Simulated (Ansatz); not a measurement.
Results of the Gaussian-basis code of Ansatz.

A structure relaxed at PBE0-D4/def2-TZVP, charge 0, multiplicity 1:

```
atom   x (Å)   y (Å)   z (Å)
  N1  -1.436   1.706  -0.455
  B2  -0.219   1.025  -0.527
  C3  -0.120  -0.485  -0.218
  N4   1.141  -1.214  -0.619
 Si5   1.056  -1.059   1.091
  H6  -1.513   2.697  -0.596
  H7  -2.313   1.259  -0.245
  H8   0.769   1.653  -0.789
  H9  -1.033  -1.087  -0.228
 H10   0.977  -2.096  -1.084
 H11   2.067  -0.200   1.739
 H12   0.624  -2.200   1.932
```

Give its formula and SMILES.

CH7BN2Si, `NBC1N[SiH2]1`.

Summarise the bond lengths by kind.

1 × B–N 1.396 Å; 3 × H–N 1.004 to 1.010 Å; 1 × B–C 1.544 Å; 1 × B–H 1.199 Å; 1 × C–N 1.510 Å; 1 × C–Si 1.851 Å; 1 × C–H 1.094 Å; 1 × N–Si 1.719 Å; 2 × H–Si 1.477 to 1.481 Å.
